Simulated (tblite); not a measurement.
Compound: C₅H₁₁O₄P.
Z-matrix (Å and degrees, GFN2-xTB geometry), rows numbered from 1:
```
C 
O   1  1.4168
P   2  1.6216  1  118.14
O   3  1.4487  2  115.75  1    22.54
O   3  1.6069  2  104.12  1  -103.12
C   5  1.4183  3  116.77  2   -60.43
C   6  1.5283  5  111.30  3   -57.01
C   7  1.5238  6  111.22  5  -177.32
C   7  1.5283  6  108.27  5    60.17
O   9  1.4204  7  111.31  6   -59.06
H   1  1.0907  2  110.19  3   -21.99
H   1  1.0920  2  109.91  3    98.66
H   1  1.0904  2  107.41  3  -141.95
H   6  1.0938  5  105.77  3  -177.78
H   6  1.0966  5  109.68  3    64.59
H   7  1.0952  6  107.86  5   -56.43
H   8  1.0874  7  110.61  6   -60.89
H   8  1.0868  7  110.34  6    59.13
H   8  1.0866  7  110.33  6   179.08
H   9  1.0953  7  110.03  6    62.61
H   9  1.0937  7  111.09  6  -176.37
```

Calculated harmonic vibrations of the isolated species, GFN2-xTB (tblite), most abundant isotopes, no scaling. This tight-binding method is rough: wavenumbers can miss measured ones by several per cent, in bad cases by 10 to 20. One conformer, not necessarily the lowest.

Harmonic wavenumbers (cm⁻¹): 36.5, 69.1, 118.4, 141.2, 186.5, 201.0, 235.3, 259.8, 311.7, 315.5, 374.9, 421.6, 428.3, 458.4, 478.1, 608.0, 700.4, 750.3, 782.3, 884.7, 908.2, 966.6, 974.7, 1051.9, 1068.0, 1088.5, 1126.3, 1131.4, 1135.7, 1141.4, 1164.0, 1196.1, 1249.5, 1274.8, 1298.7, 1317.4, 1337.0, 1347.4, 1402.2, 1412.9, 1456.6, 1464.0, 1470.1, 1471.1, 1494.3, 1494.6, 2910.3, 2924.8, 2949.4, 2953.8, 2956.0, 2962.2, 2982.5, 2990.1, 3041.2, 3047.8, 3052.5.

A = 2268, B = 824.2, C = 795.8 MHz; mass 166.039 u (most abundant isotopes); point group C1, symmetry number 1.

Question: What is the zero-point energy?

Answer: Half the sum of the wavenumbers: 36488 cm⁻¹ = 436.50 kJ/mol.

Question: What is S at 273.15 K and 1 bar for an ideal gas of classical rigid rotors and harmonic oscillators?

Answer: Translation 170.79, rotation 123.42, vibration 125.62: S = 419.8 J/(mol K).

Question: And Cp and H(273.15 K) − H(0)?

Answer: Cp = 165.44 J/(mol K), of which vibrations give 132.18 (their classical limit is 57 R = 473.9); H(273.15 K) − H(0) = 27.45 kJ/mol without the zero-point energy, 18.37 from vibrations.

Question: Which modes carry the vibrational entropy at 273.15 K?

Answer: 36.5 cm⁻¹: 22.04; 69.1 cm⁻¹: 16.76; 118.4 cm⁻¹: 12.37; 141.2 cm⁻¹: 10.96; 186.5 cm⁻¹: 8.79; 201.0 cm⁻¹: 8.22 J/(mol K); the other 51 give 46.47 together.

Question: What must be added to the electronic energy to get the Gibbs energy at 273.15 K and 1 bar?

Answer: ZPE + [H(273.15 K) − H(0)] − T·S = 436.50 + 27.45 − 114.68 = 349.27 kJ/mol.

Question: How do the functions run with temperature in this model?

Answer: 
| T (K) | S (J/(mol K)) | Cp (J/(mol K)) | H − H(0) (kJ/mol) | G − H(0) (kJ/mol) | ln q(vib) |
| --- | --- | --- | --- | --- | --- |
| 50 | 252.4 | 55.6 | 2.13 | -10.49 | 0.64 |
| 100 | 299.8 | 84.3 | 5.63 | -24.35 | 1.92 |
| 298.15 | 434.8 | 177.0 | 31.73 | -97.91 | 7.76 |
| 373.15 | 478.3 | 211.5 | 46.31 | -132.16 | 9.96 |
| 500 | 547.6 | 263.4 | 76.54 | -197.28 | 13.65 |
| 750 | 669.4 | 336.6 | 152.24 | -349.82 | 20.67 |
| 1000 | 773.1 | 383.6 | 242.67 | -530.48 | 27.23 |

q(vib) and H(0) count from the zero-point level.

Question: Blend soft modes into free rotors: weight 1/[1 + (100 cm⁻¹/ν̃)⁴] for the oscillator and the rest for a rotor with moment μB/(μ + B), μ = h/(8π²ν), B = 10⁻⁴⁴ kg m². What vibrational entropy results?

Answer: 116.00 J/(mol K) in place of 125.62, which changes −T·S at 273.15 K by +2.63 kJ/mol.

Hindered rotation and anharmonicity are outside this model. Other conformers, if any are populated, would add a mixing term that is left out. The structure is chiral; the term R ln 2 for an equal mix with its mirror image is left out.
